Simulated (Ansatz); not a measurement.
Calculated with Ansatz (gas phase, PBE0-D4/def2-TZVP geometries, no zero-point term in ΔE). CCSD(T)/CBS is the MP2 limit (def2-TZVPP, def2-QZVPP) plus CCSD(T) − MP2 in def2-TZVPP, frozen cores. This one scheme is used for every species. Functionals use def2-TZVPP. One conformer a species, not always the lowest.

Reaction (ligand exchange at the Si–C bond): `C=C(Cl)[SiH2]S` + `O[SiH3]` → `[SiH3]O[SiH2]S` + `C=CCl`

`C=C(Cl)[SiH2]S`:

```xyz
10

C    -1.602   -0.765   -0.111
C    -0.507   -0.432    0.561
Cl   -0.054   -1.298    1.995
Si    0.632    0.961    0.056
S     2.612    0.286   -0.348
H    -2.255   -1.574    0.199
H    -1.870   -0.213   -1.006
H     0.011    1.599   -1.132
H     0.787    1.926    1.169
H     2.246   -0.490   -1.382
```

`O[SiH3]`:

```xyz
6

O     0.018   -0.944    0.866
Si   -0.152    0.206   -0.301
H     0.798   -0.908    1.420
H    -0.205    1.576    0.281
H    -1.429   -0.097   -0.987
H     0.970    0.168   -1.279
```

`[SiH3]O[SiH2]S`:

Cartesian coordinates in Å:
```
Si -1.520 -0.779 -0.333
O -0.314 -0.353 0.698
Si 0.938 0.685 0.819
S 1.779 1.185 -1.075
H -2.435 -1.683 0.403
H -0.959 -1.486 -1.512
H -2.263 0.423 -0.790
H 0.484 1.984 1.370
H 1.952 0.045 1.686
H 2.338 -0.022 -1.265
```

`C=CCl`:

Cartesian coordinates in Å:
```
C -0.383 -0.512 -0.369
C 0.411 0.300 0.303
Cl -0.011 1.918 0.710
H -1.363 -0.207 -0.710
H -0.050 -1.519 -0.590
H 1.396 0.021 0.656
```

| level | ΔE (kJ/mol) | difference from CCSD(T)/CBS |
| --- | --- | --- |
| revPBE-D4 | -97.2 | 14.2 |
| r2SCAN-D4 | -111.5 | -0.1 |
| B97M-V | -114.9 | -3.5 |
| r2SCANh-D4 | -112.5 | -1.1 |
| BHLYP-D4 | -122.1 | -10.7 |
| CAM-B3LYP | -120.7 | -9.3 |
| CCSD(T)/def2-SVP | -108.4 | 3.0 |
| HF/def2-QZVPP | -136.2 | -24.8 |
| HF/CBS(def2) | -136.4 | -25.0 |
| MP2/CBS(def2) | -109.2 | 2.2 |
| CCSD(T)/CBS | -111.4 | 0 |

Largest T1 diagnostic among the species: 0.011.

From BLYP to BHLYP (50 % exact exchange), in def2-TZVPP and without D4, ΔE moves by −11.2 kJ/mol. The D4 term adds +3.2 kJ/mol with B3LYP and +1.7 kJ/mol with PBE0; it sums over pairs of atoms, weighted by their polarisabilities, and B3LYP, whose exchange is more repulsive, gets the larger term. In def2-TZVPP, CCSD(T) changes the Hartree–Fock value by +22.1 kJ/mol (the triples alone add +4.1 kJ/mol) and MP2 by +24.4 kJ/mol.

B3LYP here is the variant with VWN-RPA as its local correlation; programs differ in this.
